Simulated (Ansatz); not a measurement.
Input for Ansatz (development build ahead of 0.2.0):

```yaml
crystal:
  periodic: [false, false, false]
  atoms:
    - { symbol: Ni, position_ang: [0.0, 0.0, 0.0] }
    - { symbol: Si, position_ang: [0.0, 2.162, 0.0] }
    - { symbol: S, position_ang: [0.0, -2.1068, 0.0] }
basis:
  gaussian: { orbitals: pcseg-2 }
magnetization:
  initial_magnetization: 2
hamiltonian:
  xc: r2scan
```

The input is written out in the form of the current development build from the run's settings.

Output:

```
Converged                       : yes
Total energy                    : -2195.91386 hartree
Spin squared of the determinant : 2.000
Stability test                  : minimum among restricted orbitals
```

Caution: no unrestricted run beside it, a lower state can exist; other spin multiplicities were not run.
